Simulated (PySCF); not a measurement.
# How methods differ on the ionisation energy of As²⁺

As²⁺ [Ar] 3d10 4s2 4p1 [4p1/2^1, M_J = 1/2] → As³⁺ [Ar] 3d10 4s2, as a difference of total energies. Calculation: PySCF 2.14, in x2c-TZVPall-2c; the two-component X2C-1e Hamiltonian. Correlated levels: [Ne] frozen. "Screened" scales the spin-orbit matrix elements by Boettger's factors to mimic the two-electron term; Breit and QED terms are absent.

Task: Order these methods by the ionisation energy they give, lowest first.
A. GMP2 (screened spin-orbit)
B. GHF (spin-free)
C. GHF (screened spin-orbit)
D. GMP2 (spin-free)

Result: B (27.453 eV), C (27.693 eV), D (27.829 eV), A (28.077 eV).

The spin-free rows lack the spin-orbit shift.

Errors of the correlated levels include the incompleteness of this basis and the frozen core.

For comparison: 28.349 ± 0.012 eV (measured; NIST Atomic Spectra Database, ionization energies).
